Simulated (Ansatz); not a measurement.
Program: Ansatz. Geometries: PBE0-D4/def2-TZVP. ΔE: electronic, gas phase. CCSD(T)/CBS adds triple-zeta CCSD(T) − MP2 to the extrapolated MP2 energy (def2 sets, frozen cores). DFT in def2-TZVPP. For Ga outer-core shells are correlated without core-valence functions, which leaves a few kJ/mol of doubt a bond. Scalar relativity is left out up to krypton. One conformer a species, not always the lowest.

`OC#C[O][GaH2]` + `[SiH3][SiH2]S` → `[SiH3][SiH2][S][GaH2]` + `OC#CO`  (ligand exchange at a Ga–O bond)

| species | BLYP-D4 energy (Eh) |
| --- | --- |
| `OC#C[O][GaH2]` | -2153.35727 |
| `[SiH3][SiH2]S` | -980.82543 |
| `[SiH3][SiH2][S][GaH2]` | -2906.37759 |
| `OC#CO` | -227.81131 |

Work out ΔE.

ΔE = (-2906.37759) + (-227.81131) − (-2153.35727) − (-980.82543) = -0.00620 Eh = -16.3 kJ/mol. CCSD(T)/CBS gives -25.6 kJ/mol.

Largest T1 diagnostic among the species: 0.015.

From BLYP to BHLYP (50 % exact exchange), in def2-TZVPP and without D4, ΔE moves by −7.3 kJ/mol. Leaving LDA and LC-ωPBE aside and taking each functional with its dispersion term where it has one, the values, not all of them listed here, spread over 16.9 kJ/mol, from HSE06-D4 to B2PLYP. LDA lies −6.2 kJ/mol from PBE without D4.
